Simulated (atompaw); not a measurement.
# u(r) = r·R(r): atom against pseudo-atom (Re (Z = 75))

Columns: radius, all-electron u(r) and pseudo u(r) of the 6p shell (level -2.12 eV) of rhenium in the configuration [Kr] 4d10 4f14 5s2 5p6 5d5 6s1 6p1; PBE, scalar-relativistic, PAW (atompaw) scheme, atompaw 4.2.0.5.

| r (bohr) | all-electron | pseudo |
| --- | --- | --- |
| 0.108 | -0.0603 | -0.0052 |
| 0.215 | -0.0147 | -0.0201 |
| 0.323 | 0.1154 | -0.0431 |
| 0.431 | 0.1041 | -0.0712 |
| 0.538 | 0.0097 | -0.1006 |
| 0.646 | -0.0940 | -0.1278 |
| 0.754 | -0.1694 | -0.1489 |
| 0.862 | -0.2077 | -0.1604 |
| 0.969 | -0.2123 | -0.1599 |
| 1.077 | -0.1908 | -0.1464 |
| 1.185 | -0.1511 | -0.1197 |
| 1.292 | -0.1006 | -0.0818 |
| 1.400 | -0.0434 | -0.0342 |
| 1.508 | 0.0158 | 0.0193 |
| 1.615 | 0.0740 | 0.0749 |
| 1.723 | 0.1304 | 0.1305 |
| 1.831 | 0.1834 | 0.1834 |
| 1.938 | 0.2318 | 0.2318 |
| 2.046 | 0.2763 | 0.2763 |
| 2.154 | 0.3163 | 0.3163 |
| 2.262 | 0.3519 | 0.3519 |
| 2.369 | 0.3830 | 0.3830 |
| 2.477 | 0.4102 | 0.4102 |
| 2.585 | 0.4337 | 0.4337 |
| 2.692 | 0.4534 | 0.4534 |
| 2.800 | 0.4700 | 0.4700 |

(1) How many radial nodes do the two functions have?

(2) At about which radius was the pseudo-wave matched?

(3) Is the pseudo-wave norm-conserving?

Results:

(1) The all-electron 6p function has n − l − 1 = 4 (the table is too coarse to show those close to the nucleus); the pseudo-wave has 1, since 1 lower shell of the same l stays in the valence.

(2) 1.90 bohr. The columns agree to 0.0005 from 1.72 bohr on; several derivatives are matched, so the curves merge somewhat inside the radius.

(3) No, it belongs to a PAW set: the norm inside the radius is not constrained, and the difference is carried by the augmentation charge.
